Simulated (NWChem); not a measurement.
# Correlation energy of HCu

```
Cu
H 1 1.4632
```
Charge 0, spin multiplicity 1.

The numbers come from NWChem runs, not from measurements. All single points use one geometry, from PBE/def2-SVP, a minimum by its harmonic frequencies.

Basis set: def2-QZVP. Each correlation energy counts from its own Hartree-Fock reference.

The correlated methods keep 9 core orbitals frozen. The structure started from a generated list of species. Coupled-cluster values serve here as a point of comparison, not as the truth.

Question: For the correlation energy, MP2 gives -545.1 mHa and SCS-MP2 gives -486.6 mHa. What do CR-CCSD[T], CR-CCSD(T), CCSD give?

Answer: CR-CCSD[T]: -502.9 mHa; CR-CCSD(T): -498.6 mHa; CCSD: -480.5 mHa.
